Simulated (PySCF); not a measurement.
PySCF input (M06-2X/def2-TZVPD):

```python
from pyscf import gto, scf, dft

mol = gto.M(
    atom='''
    C    -0.57153523    0.14375636    0.12078110
    N     0.73489764   -0.28738991   -0.23340796
    H    -0.87698954    0.12027364    1.22000294
    H    -1.32437512   -0.51032725   -0.36254457
    H    -0.90475479    1.19114357   -0.18595523
    H     1.39104735    0.34810127    0.23766597
    ''',
    basis='def2-tzvpd',
    charge=-1,
    spin=0,
    verbose=4,
)

mf = dft.RKS(mol, xc='m062x').density_fit(auxbasis='def2-universal-jkfit')
mf.grids.level = 4
mf.conv_tol = 1e-9
mf.max_cycle = 100
mf.max_memory = 1500
mf.kernel()
if not mf.converged:
    mf = mf.newton()
    mf.kernel(mf.make_rdm1())
mf.analyze()
```

End of the output:

```
Extra cycle  E= -95.1861546608471  delta_E= -5.14e-12  |g|= 1.01e-06  |ddm|= 5.19e-05
converged SCF energy = -95.1861546608471
**** SCF Summaries ****
Total Energy =                         -95.186154660847109
Nuclear Repulsion Energy =              35.933533818071140
One-electron Energy =                 -203.501522798406086
Two-electron Energy =                   72.381834319487822
Two-electron Coulomb Energy =           86.320609232996489
DFT Exchange-Correlation Energy =      -13.938774913508661
HOMO-LUMO gap [eV] =                     4.457807823573065
**** MO energy ****
MO #1   energy= -14.4148145706462  occ= 2
MO #2   energy= -10.3259827914718  occ= 2
MO #3   energy= -0.667087767721085 occ= 2
MO #4   energy= -0.468312313506289 occ= 2
MO #5   energy= -0.264512507960951 occ= 2
MO #6   energy= -0.231013810036863 occ= 2
MO #7   energy= -0.190187481930813 occ= 2
MO #8   energy= -0.0536750489173059 occ= 2
MO #9   energy= 0.0194901270659713 occ= 2
MO #10  energy= 0.183311544332135  occ= 0
MO #11  energy= 0.234796050860976  occ= 0
MO #12  energy= 0.26313980154227   occ= 0
MO #13  energy= 0.268193830046852  occ= 0
MO #14  energy= 0.303513572195344  occ= 0
MO #15  energy= 0.323064445221226  occ= 0
MO #16  energy= 0.32855186810476   occ= 0
MO #17  energy= 0.358842674648942  occ= 0
MO #18  energy= 0.367579779350028  occ= 0
MO #19  energy= 0.386835543848485  occ= 0
MO #20  energy= 0.407273702808642  occ= 0
MO #21  energy= 0.422736757693254  occ= 0
MO #22  energy= 0.442855663765613  occ= 0
MO #23  energy= 0.460339644722119  occ= 0
MO #24  energy= 0.473495895723624  occ= 0
MO #25  energy= 0.487431154387469  occ= 0
MO #26  energy= 0.488753958010128  occ= 0
MO #27  energy= 0.495952436345142  occ= 0
MO #28  energy= 0.504169504101764  occ= 0
MO #29  energy= 0.510638370925059  occ= 0
MO #30  energy= 0.549275407602765  occ= 0
MO #31  energy= 0.557488279920208  occ= 0
MO #32  energy= 0.578158967682939  occ= 0
MO #33  energy= 0.601192074493446  occ= 0
MO #34  energy= 0.647604118471041  occ= 0
MO #35  energy= 0.677962781187874  occ= 0
MO #36  energy= 0.688912151200272  occ= 0
MO #37  energy= 0.721429589858958  occ= 0
MO #38  energy= 0.724275663343955  occ= 0
MO #39  energy= 0.749000251656878  occ= 0
MO #40  energy= 0.755272332070532  occ= 0
MO #41  energy= 0.831001299054552  occ= 0
MO #42  energy= 0.851229705878023  occ= 0
MO #43  energy= 0.907031367849326  occ= 0
MO #44  energy= 0.907757891676158  occ= 0
MO #45  energy= 0.935368939934984  occ= 0
MO #46  energy= 1.00662653223944   occ= 0
MO #47  energy= 1.031201691957     occ= 0
MO #48  energy= 1.05946104819547   occ= 0
MO #49  energy= 1.07247101988604   occ= 0
MO #50  energy= 1.15376364654877   occ= 0
MO #51  energy= 1.17503744852848   occ= 0
MO #52  energy= 1.24175041107422   occ= 0
MO #53  energy= 1.33279617845955   occ= 0
MO #54  energy= 1.33322450098367   occ= 0
MO #55  energy= 1.43641931907313   occ= 0
MO #56  energy= 1.65177240215402   occ= 0
MO #57  energy= 1.72162954302758   occ= 0
MO #58  energy= 1.7397960696058    occ= 0
MO #59  energy= 1.77595751293483   occ= 0
MO #60  energy= 1.88846987646142   occ= 0
MO #61  energy= 1.96886757962586   occ= 0
MO #62  energy= 1.97765060972213   occ= 0
MO #63  energy= 2.01882563913972   occ= 0
MO #64  energy= 2.06354131458031   occ= 0
MO #65  energy= 2.14805945309556   occ= 0
MO #66  energy= 2.25558291159633   occ= 0
MO #67  energy= 2.26695915149167   occ= 0
MO #68  energy= 2.30630997821611   occ= 0
MO #69  energy= 2.34318241068992   occ= 0
MO #70  energy= 2.35703528018142   occ= 0
MO #71  energy= 2.47672660709761   occ= 0
MO #72  energy= 2.51317947350567   occ= 0
MO #73  energy= 2.61852128949186   occ= 0
MO #74  energy= 2.74009326441302   occ= 0
MO #75  energy= 2.76048510473681   occ= 0
MO #76  energy= 2.76290835016119   occ= 0
MO #77  energy= 2.80009838064721   occ= 0
MO #78  energy= 2.84299444842642   occ= 0
MO #79  energy= 2.95493460660777   occ= 0
MO #80  energy= 3.03896891698172   occ= 0
MO #81  energy= 3.0483831291659    occ= 0
MO #82  energy= 3.11607712418876   occ= 0
MO #83  energy= 3.27530944071581   occ= 0
MO #84  energy= 3.37023860265597   occ= 0
MO #85  energy= 3.37509791025949   occ= 0
MO #86  energy= 3.4430691444479    occ= 0
MO #87  energy= 3.47770793341747   occ= 0
MO #88  energy= 3.56063845229827   occ= 0
MO #89  energy= 3.67861917850376   occ= 0
MO #90  energy= 3.71842639781148   occ= 0
MO #91  energy= 3.79510201743041   occ= 0
MO #92  energy= 3.864536237327     occ= 0
MO #93  energy= 4.08773528408597   occ= 0
MO #94  energy= 4.2635120300869    occ= 0
MO #95  energy= 4.37388907371834   occ= 0
MO #96  energy= 4.53916507563664   occ= 0
MO #97  energy= 4.55868259472219   occ= 0
MO #98  energy= 4.71021576908589   occ= 0
MO #99  energy= 4.71417453883402   occ= 0
MO #100 energy= 5.04349211374687   occ= 0
MO #101 energy= 5.09608249146717   occ= 0
MO #102 energy= 5.12291746674198   occ= 0
MO #103 energy= 5.14889804597899   occ= 0
MO #104 energy= 5.37730329021404   occ= 0
MO #105 energy= 5.3882201301802    occ= 0
MO #106 energy= 5.52131815808487   occ= 0
MO #107 energy= 5.64421217142388   occ= 0
MO #108 energy= 5.94114793594512   occ= 0
MO #109 energy= 22.7185964645223   occ= 0
MO #110 energy= 32.553183674182    occ= 0
 ** Mulliken pop on meta-lowdin orthogonal AOs  **
 ** Mulliken pop  **
pop of  0 C 1s            1.99995
pop of  0 C 2s            1.02093
pop of  0 C 3s            0.00346
pop of  0 C 4s            0.00232
pop of  0 C 5s            0.00160
pop of  0 C 6s            0.00077
pop of  0 C 2px           1.00391
pop of  0 C 2py           1.06235
pop of  0 C 2pz           1.06290
pop of  0 C 3px           0.00201
pop of  0 C 3py           0.00312
pop of  0 C 3pz           0.00323
pop of  0 C 4px           0.00083
pop of  0 C 4py           0.00021
pop of  0 C 4pz           0.00021
pop of  0 C 3dxy          0.00675
pop of  0 C 3dyz          0.00057
pop of  0 C 3dz^2         0.00167
pop of  0 C 3dxz          0.00820
pop of  0 C 3dx2-y2       0.00163
pop of  0 C 4dxy          0.00408
pop of  0 C 4dyz          0.00051
pop of  0 C 4dz^2         0.00086
pop of  0 C 4dxz          0.00524
pop of  0 C 4dx2-y2       0.00039
pop of  0 C 5dxy          0.00956
pop of  0 C 5dyz          0.00052
pop of  0 C 5dz^2         0.00489
pop of  0 C 5dxz          0.01146
pop of  0 C 5dx2-y2       0.00152
pop of  0 C 4f-3          0.00045
pop of  0 C 4f-2          0.00017
pop of  0 C 4f-1          0.00005
pop of  0 C 4f+0          0.00070
pop of  0 C 4f+1          0.00022
pop of  0 C 4f+2          0.00010
pop of  0 C 4f+3          0.00033
pop of  1 N 1s            1.99996
pop of  1 N 2s            1.51481
pop of  1 N 3s            0.01742
pop of  1 N 4s            0.00169
pop of  1 N 5s            0.00083
pop of  1 N 6s            0.00030
pop of  1 N 2px           1.06777
pop of  1 N 2py           1.56283
pop of  1 N 2pz           1.64901
pop of  1 N 3px           0.00293
pop of  1 N 3py           0.02124
pop of  1 N 3pz           0.02609
pop of  1 N 4px           0.00045
pop of  1 N 4py           0.00219
pop of  1 N 4pz           0.00226
pop of  1 N 3dxy          0.00126
pop of  1 N 3dyz          0.00318
pop of  1 N 3dz^2         0.00166
pop of  1 N 3dxz          0.00078
pop of  1 N 3dx2-y2       0.00135
pop of  1 N 4dxy          0.00064
pop of  1 N 4dyz          0.00021
pop of  1 N 4dz^2         0.00007
pop of  1 N 4dxz          0.00085
pop of  1 N 4dx2-y2       0.00005
pop of  1 N 5dxy          0.00181
pop of  1 N 5dyz          0.00006
pop of  1 N 5dz^2         0.00042
pop of  1 N 5dxz          0.00211
pop of  1 N 5dx2-y2       0.00038
pop of  1 N 4f-3          0.00023
pop of  1 N 4f-2          0.00008
pop of  1 N 4f-1          0.00011
pop of  1 N 4f+0          0.00022
pop of  1 N 4f+1          0.00009
pop of  1 N 4f+2          0.00013
pop of  1 N 4f+3          0.00015
pop of  2 H 1s            1.00038
pop of  2 H 2s            0.00234
pop of  2 H 3s            0.00198
pop of  2 H 2px           0.00184
pop of  2 H 2py           0.00022
pop of  2 H 2pz           0.00028
pop of  2 H 3px           0.00232
pop of  2 H 3py           0.00057
pop of  2 H 3pz           0.00254
pop of  3 H 1s            0.93885
pop of  3 H 2s            0.00339
pop of  3 H 3s            0.00180
pop of  3 H 2px           0.00085
pop of  3 H 2py           0.00045
pop of  3 H 2pz           0.00031
pop of  3 H 3px           0.00287
pop of  3 H 3py           0.00027
pop of  3 H 3pz           0.00034
pop of  4 H 1s            1.00037
pop of  4 H 2s            0.00234
pop of  4 H 3s            0.00198
pop of  4 H 2px           0.00184
pop of  4 H 2py           0.00025
pop of  4 H 2pz           0.00024
pop of  4 H 3px           0.00240
pop of  4 H 3py           0.00272
pop of  4 H 3pz           0.00032
pop of  5 H 1s            0.85942
pop of  5 H 2s            0.00392
pop of  5 H 3s            0.00228
pop of  5 H 2px           0.00070
pop of  5 H 2py           0.01057
pop of  5 H 2pz           0.01368
pop of  5 H 3px           0.00034
pop of  5 H 3py           0.01012
pop of  5 H 3pz           0.01159
 ** Mulliken atomic charges  **
charge of    0C =     -0.22766
charge of    1N =     -0.88564
charge of    2H =     -0.01247
charge of    3H =      0.05088
charge of    4H =     -0.01247
charge of    5H =      0.08737

WARN: System has nonzero charge -1; the dipole moment is origin-dependent.
Location of origin: [0. 0. 0.]

Dipole moment(X, Y, Z, Debye): -1.99254,  1.48765,  1.17241
```
